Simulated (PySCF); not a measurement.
CH₃Si, SMILES C[Si] (connectivity only; charge and spin as stated), charge +1, multiplicity 1.

Geometry: PBE0-D3(BJ)/def2-TZVP. The multiplicity is an assumed one; other spin states were not compared. The isomer is the one that the SMILES or the coordinates give; other isomers of the formula were not compared.

These are PySCF with HF/def2-TZVPD values and carry that method's errors.

Symmetry labels are those of the subgroup Cs that the program uses (full group C3v).

List the valence orbital energies around the gap with their symmetry. (An estimate is asked for; the answer gives what the named calculation found.)


```json
[
 {"orbital": "HOMO−7", "symmetry": "A'", "energy (eV)": "-123.88"},
 {"orbital": "HOMO−6", "symmetry": "A\"", "energy (eV)": "-123.88"},
 {"orbital": "HOMO−5", "symmetry": "A'", "energy (eV)": "-123.85"},
 {"orbital": "HOMO−4", "symmetry": "A'", "energy (eV)": "-32.40"},
 {"orbital": "HOMO−3", "symmetry": "A'", "energy (eV)": "-22.98"},
 {"orbital": "HOMO−2", "symmetry": "A'", "energy (eV)": "-21.36"},
 {"orbital": "HOMO−1", "symmetry": "A\"", "energy (eV)": "-21.36"},
 {"orbital": "HOMO", "symmetry": "A'", "energy (eV)": "-17.00"},
 {"orbital": "LUMO", "symmetry": "A'", "energy (eV)": "-5.84"},
 {"orbital": "LUMO+1", "symmetry": "A\"", "energy (eV)": "-5.84"},
 {"orbital": "LUMO+2", "symmetry": "A'", "energy (eV)": "-2.55"},
 {"orbital": "LUMO+3", "symmetry": "A'", "energy (eV)": "-1.77"}
]
```
